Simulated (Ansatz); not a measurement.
SiSn4⁺. Total charge 1; doublet. Geometry PBE-D4/def2-SVP, that of the neutral singlet; atoms count from 1.

```xyz
5

Si    0.300    0.724   -1.355
Sn   -0.353   -0.851    1.591
Sn    1.768   -1.155   -0.331
Sn   -1.856   -0.629   -0.853
Sn    0.141    1.911    0.948
```

In the def2 sets Sn takes a core potential; there is no spin–orbit coupling. The structure comes from a short search, and lower isomers may exist.

(1) Estimate the Mulliken populations from the PBE0/def2-TZVP orbitals of Ansatz.

(2) Where does the spin sit?

(3) And the Mayer bond orders between bonded heavy atoms (over 0.3)?

Answers

(1) 
```json
{"atom": "Si1", "charge (e)": "-0.14", "spin (α − β)": "-0.15"}
{"atom": "Sn2", "charge (e)": "0.08", "spin (α − β)": "0.42"}
{"atom": "Sn3", "charge (e)": "0.35", "spin (α − β)": "0.31"}
{"atom": "Sn4", "charge (e)": "0.36", "spin (α − β)": "0.21"}
{"atom": "Sn5", "charge (e)": "0.36", "spin (α − β)": "0.21"}
```
Mulliken values and Mayer orders depend strongly on the basis.

(2) Summed by element: Si -0.15, Sn 1.15, of 1 unpaired in all. Largest on single atoms: Sn2 0.42, Sn3 0.31, Sn5 0.21.

(3) Si1–Sn3 0.96 (2.60 Å); Si1–Sn4 0.93 (2.60 Å); Si1–Sn5 0.93 (2.60 Å); Sn2–Sn3 0.76 (2.88 Å); Sn2–Sn4 0.76 (2.88 Å); Sn2–Sn5 0.76 (2.88 Å). Values over 0.3 also appear between atoms too far apart for a bond (Si1–Sn2 0.51 at 3.40 Å; Sn3–Sn4 0.43 at 3.70 Å; Sn3–Sn5 0.43 at 3.70 Å; Sn4–Sn5 0.35 at 3.70 Å); they arise where an orbital or an unpaired electron spreads over both atoms.
